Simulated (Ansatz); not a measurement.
C$_{2}$H$_{8}$AlNO, relaxed with RKS PBE0-D4/def2-TZVP in Ansatz from a PBE-D4/def2-SVP geometry. The force threshold is 0.005 eV/Å; the program also tests the step.

Charge 0, multiplicity 1. The bonds changed during the relaxation, so this is another structure than the one it started from.

Start:

```xyz
13

N     1.152   -1.756   -0.717
C     0.880   -0.373   -1.158
Al    0.301    0.489    0.527
C    -1.312    1.616    0.682
O    -1.648    0.133    0.840
H     1.281   -2.397   -1.513
H     2.035   -1.790   -0.191
H     1.684    0.120   -1.763
H    -0.023   -0.380   -1.810
H     1.098    0.235    1.899
H    -1.560    2.158    1.615
H    -1.924    1.999   -0.156
H    -1.964   -0.053    1.745
```

| step | energy (eV) | largest force (eV/Å) | largest move (Å) |
| --- | --- | --- | --- |
| 1 | -12330.5136 | 0.742 | 0.000 |
| 2 | -12330.5651 | 0.265 | 0.050 |
| 3 | -12330.5755 | 0.120 | 0.045 |
| 4 | -12330.5787 | 0.087 | 0.044 |
| 5 | -12330.5817 | 0.101 | 0.104 |
| 6 | -12330.5828 | 0.064 | 0.037 |
| 7 | -12330.5843 | 0.048 | 0.056 |
| 8 | -12330.5851 | 0.034 | 0.049 |
| 9 | -12330.5853 | 0.030 | 0.026 |
| 10 | -12330.5854 | 0.011 | 0.015 |
| 11 | -12330.5855 | 0.008 | 0.006 |
| 12 | -12330.5855 | 0.004 | 0.003 |

End:

```xyz
13

N     1.284   -1.814   -0.836
C     0.778   -0.466   -1.117
Al    0.221    0.387    0.563
C    -1.263    1.645    0.664
O    -1.703    0.211    0.901
H     1.631   -2.268   -1.672
H     2.054   -1.785   -0.180
H     1.470    0.167   -1.698
H    -0.126   -0.555   -1.733
H     1.009    0.130    1.924
H    -1.443    2.232    1.564
H    -1.854    2.022   -0.167
H    -2.058    0.096    1.786
```

It took 42 s on 4 threads of an Arm Neoverse V1 on a shared host, with 0.54 GiB of host memory at the peak.
